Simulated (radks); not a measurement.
Coulomb parameter of the 3d shell of the chromium ion Cr+ in the model configuration [Ar] 3d3.5 4s1.5, as a second difference U = [E(n + 0.5) + E(n - 0.5) - 2 E(n)] / (0.5)^2 with all orbitals relaxed. "Bare": the charge of the atom changes with n. "Screened": the 4s shell takes up the change at fixed total charge, which measures U(3d,3d) + U(4s,4s) - 2 U(3d,4s). Method: Dirac Kohn-Sham, PBE, spin-unpolarised, spherical densities, finite nucleus; open shells are shared between the two j in proportion to 2j + 1; Fermi nuclear charge, rms radius 3.6452 fm; computed with a radial shooting solver on a logarithmic mesh with Libxc functionals.

case,configuration,E - E(n) (eV)
start,[Ar] 3d3.5 4s1.5,0.000
bare +0.5,[Ar] 3d4 4s1.5,-6.444
bare -0.5,[Ar] 3d3 4s1.5,9.901
screened +0.5,[Ar] 3d4 4s1,-1.588
screened -0.5,[Ar] 3d3 4s2,2.439

U(bare) = 13.828 eV, U(screened by 4s) = 3.405 eV.
